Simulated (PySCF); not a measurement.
C₄H₁₁NOSi₂.
Numbering: `[CH3:1][C:2](=[O:3])[NH:4][CH:5]1[SiH2:6][CH2:7][SiH2:8]1`

Probes without a nucleus sit at each ring's centroid and 1 Å off its mean plane on both sides; NICS is minus the shielding there, NICSzz its component along the normal. Level: GIAO PBE0/pcSseg-1 (PySCF, non-relativistic, gas phase) on the PBE0-D3(BJ)/def2-SVP geometry, one conformer.

Ring bond lengths (Å), with Mayer bond orders in brackets: C5–Si6 1.924 (0.85), Si6–C7 1.935 (0.83), C7–Si8 1.887 (0.96), Si8–C5 1.908 (0.87).

Task: Give the NICS values of each ring in ppm.

Result: 
```tsv
ring	type	NICS(0)	NICS(1), two faces	NICS(1)zz, two faces	rms pucker (Å)	centre to ring atoms, mean (Å)
C5–Si6–C7–Si8	4-membered ring with 2 Si; formal bonds all single	-6.1	-4.6 / -3.3	1.5 / 0.8	0.21	1.34
```

Task: What can be read from them?

Result: 
- C5–Si6–C7–Si8: mean NICS(1)zz 1.1 ppm, near zero. C5, Si6, C7, Si8 have four or more neighbours, and the NICS criterion for π rings isn't applied.

Task: List the ring angles and the Hirshfeld charges of the ring atoms.

Result: 
- C5–Si6–C7–Si8: C5 87.1° (-0.157 e), Si6 86.5° (+0.302 e), C7 87.4° (-0.260 e), Si8 88.3° (+0.310 e); sum 349.2° against 360° for a flat convex ring.

Task: How shielded are the nuclei of the rings and their hydrogens (means over atoms taken as equivalent)?

Result: 
```json
{"atoms": "C5", "environment": "sp3 carbon bound to nitrogen", "σ isotropic (ppm)": "156.5", "principal values of the symmetric part, first atom (ppm)": "122.8, 144.1, 202.6"}
{"atoms": "Si6 (×2)", "environment": "SiH2 silicon", "σ isotropic (ppm)": "393.6", "principal values of the symmetric part, first atom (ppm)": "367.3, 394.7, 432.4"}
{"atoms": "C7", "environment": "sp3 carbon bound to silicon", "σ isotropic (ppm)": "189.6", "principal values of the symmetric part, first atom (ppm)": "173.0, 192.3, 203.4"}
{"atoms": "H on C5", "environment": "methine hydrogen", "σ isotropic (ppm)": "28.90", "principal values of the symmetric part, first atom (ppm)": "23.4, 29.2, 34.1"}
{"atoms": "H on Si6 (×2)", "environment": "Si–H hydrogen", "σ isotropic (ppm)": "26.17", "principal values of the symmetric part, first atom (ppm)": "21.3, 24.7, 31.6"}
{"atoms": "H on Si6 (×2)", "environment": "Si–H hydrogen", "σ isotropic (ppm)": "26.63", "principal values of the symmetric part, first atom (ppm)": "22.4, 26.6, 30.0"}
{"atoms": "H on C7", "environment": "methylene hydrogen", "σ isotropic (ppm)": "31.11", "principal values of the symmetric part, first atom (ppm)": "26.5, 27.1, 39.7"}
{"atoms": "H on C7", "environment": "methylene hydrogen", "σ isotropic (ppm)": "31.17", "principal values of the symmetric part, first atom (ppm)": "27.4, 28.1, 38.1"}
```

Task: How do the values depend on the level or the medium?

Result: 
```json
{"level": "PBE0/pcSseg-1, gas", "NICS(0), C5–Si6–C7–Si8": "-6.1", "mean NICS(1)zz, C5–Si6–C7–Si8": "1.1"}
{"level": "wB97X-D/pcSseg-1, gas", "NICS(0), C5–Si6–C7–Si8": "-6.0", "mean NICS(1)zz, C5–Si6–C7–Si8": "1.2"}
```

The geometry is the same throughout.

The values belong to the conformer `[CH3:1][C:2](=[O:3])[NH:4][CH:5]1[SiH2:6][CH2:7][SiH2:8]1`: C1–C2–N4–C5 -179°, C2–N4–C5–Si6 19°.
